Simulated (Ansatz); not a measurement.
A set of 12 reactions (ligand exchange), with CCSD(T)/CBS values in kJ/mol:

| reaction | ΔE |
| --- | --- |
| `C=N[SiH](C)Cl` + `BS` → `BS[SiH](C)Cl` + `C=N` | -2.9 |
| `O[SiH](O)N[SiH](O)Cl` + HBr → `O[SiH](Cl)Br` + `N[SiH](O)O` | -12.7 |
| `C[O][Ge][SH]` + NH₃ → `[NH2][Ge][SH]` + CH₃OH | 13.7 |
| `FC[SiH2]Br` + `OCF` → `FCO[SiH2]Br` + `CF` | -112.7 |
| `CC[Si](N)(O)F` + NH₃ → `N[Si](N)(O)F` + `CC` | -74.3 |
| `C#[C][Zr]([OH])([OH])[F]` + CH₃OH → `C#[C][Zr]([OH])([F])[O]C` + H₂O | -15.6 |
| `OBB(F)[SiH3]` + H–F → `FB(F)[SiH3]` + `BO` | -193.1 |
| `O[Si@H](Cl)C[Si@@H](O)F` + `O[Si](O)(F)F` → `O[SiH](Cl)O[Si](O)(F)F` + `C[SiH](O)F` | -112.5 |
| `[CH3][AlH2]` + `NBO` → `OB[NH][AlH2]` + CH₄ | -95.6 |
| `F[CH]([SiH3])[AlH][SiH3]` + `FC1NCO1` → `FC1OCN1[SiH3]` + `F[CH]([AlH2])[SiH3]` | -39.7 |
| `B[SiH2]O[SiH2]F` + `[OH][Al]([Cl])[Cl]` → `B[O][Al]([Cl])[Cl]` + `F[SiH2]O[SiH3]` | -161.2 |
| `O[SiH](O)N[SiH](Cl)Cl` + `N[SiH](F)F` → `O[SiH](O)N[SiH](F)F` + `N[SiH](Cl)Cl` | 1.1 |

Isolated molecules relaxed with PBE0-D4/def2-TZVP in Ansatz; ΔE leaves out vibrations. CCSD(T)/CBS adds triple-zeta CCSD(T) − MP2 to the extrapolated MP2 energy (def2 sets, frozen cores). This one scheme is used for every species. Functionals use def2-TZVPP. def2 core potentials past Kr. For Br, Ge, Zr outer-core shells are correlated without core-valence functions, which leaves a few kJ/mol of doubt a bond. Scalar relativity is left out up to krypton. One conformer a species, not always the lowest.

Give the mean, mean absolute and largest difference (level minus CCSD(T)/CBS, kJ/mol) for: PBE-D4, PBE0-D4, ωB97X-V, ωB97M-V, B2PLYP, PBE, r2SCAN, PBE0, HF/def2-TZVPP, MP2/def2-TZVPP, SCS-MP2/def2-TZVPP, HF/CBS(def2), MP2/CBS(def2), CCSD/CBS(def2). (Estimate.)

The calculation gave: 
```csv
level,mean,mean absolute,largest
PBE-D4,6.8,7.9,20.2
PBE0-D4,4.2,5.0,15.3
ωB97X-V,1.1,2.2,5.3
ωB97M-V,0.2,3.3,-9.4
B2PLYP,-2.3,4.3,-11.9
PBE,5.9,8.1,21.7
r2SCAN,0.4,3.3,-9.3
PBE0,3.4,5.8,16.3
HF/def2-TZVPP,-9.0,12.8,-26.8
MP2/def2-TZVPP,-2.8,3.5,-9.8
SCS-MP2/def2-TZVPP,-3.6,4.6,-11.7
HF/CBS(def2),-9.7,13.5,-27.4
MP2/CBS(def2),-2.9,3.3,-11.1
CCSD/CBS(def2),-0.9,1.8,-3.2
```

The largest T1 diagnostic in the set is 0.017, for `C#[C][Zr]([OH])([OH])[F]` (customary mark 0.02).

CCSD(T)/CBS is a level of theory with its own doubt, and the functionals carry their triple-zeta basis error, so these figures describe this set and don't rank the functionals.
